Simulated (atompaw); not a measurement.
**Pseudopotential generation for Mo: PAW (atompaw), PBE, scalar-relativistic.**

```json
{"Element": "molybdenum (Mo)", "Generator": "atompaw 4.2.0.5", "Type": "PAW", "Functional": "PBE", "Relativity": "scalar-relativistic", "Frozen core": "[Kr]", "Valence charge": "6", "Reference configuration": "4d4 5s0 5p0 (charge +2)", "Partial waves": "5s (bound, empty): rc 2.75 bohr; 5s channel at -0.2 Ry: rc 2.75 bohr; 5p (bound, empty): rc 2.75 bohr; 5p channel at 0.65 Ry: rc 2.55 bohr; 4d (bound): rc 2.75 bohr; 4d channel at 2.35 Ry: rc 2.20 bohr", "Local potential": "troulliermartins scheme with l = 3 at 0.5 Ry, radius 1.80 bohr", "Core correction": "smooth core density matched at 1.90 bohr", "Augmentation charge": "sinc compensation charge, radius 2.00 bohr; PAW radius 2.75 bohr; waves and projectors: custom rrkj gramschmidtortho"}
```

- Cutoffs needed: 12 Ry and 21 Ry (the cutoffs (Ry, on a coarse ladder) from which the occupation-weighted sum of valence levels, in a spherical-Bessel basis at the reference potential, stays within 10 and 1 mRy of its value at 400 Ry)
- Ghost test: ghost states, extra bound levels that the all-electron valence spectrum of the same l lacks: s at -369.0 eV, p at -66.4 eV; a true bound ghost makes a file unfit for plane-wave use (spherical-Bessel basis up to 400 Ry, 20 bohr box)
- Lowest eigenvalue of the overlap operator: 0.15 (s channel)
- Overlap eigenvalues printed by atompaw (projector basis): 0.0635, 0.645, 0.973, 2.66, 25, 621
- Share of each valence orbital outside the PAW sphere: 5s 55 %, 5p 74 %, 4d 9 %
